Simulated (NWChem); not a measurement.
# GeH₃SeI; SMILES [GeH3][Se]I

Computed with NWChem. Not confirmed as a minimum by frequencies. def2 effective core potentials on I; no spin-orbit coupling. Each level has its own optimisation.

```json
[
 {"level": "B3LYP/3-21G (all-electron, non-relativistic)", "r I–Se (Å)": "2.722", "r Ge–Se (Å)": "2.456", "dipole (D)": "2.27"},
 {"level": "Hartree-Fock/3-21G (all-electron, non-relativistic)", "r I–Se (Å)": "2.691", "r Ge–Se (Å)": "2.462", "dipole (D)": "3.11"},
 {"level": "PBE0/def2-SVP (core potentials)", "r I–Se (Å)": "?", "r Ge–Se (Å)": "?", "dipole (D)": "?"}
]
```

Q: What belongs in the gaps?

A: 
- PBE0/def2-SVP (core potentials), r I–Se (Å): 2.536
- PBE0/def2-SVP (core potentials), r Ge–Se (Å): 2.369
- PBE0/def2-SVP (core potentials), dipole (D): 1.59
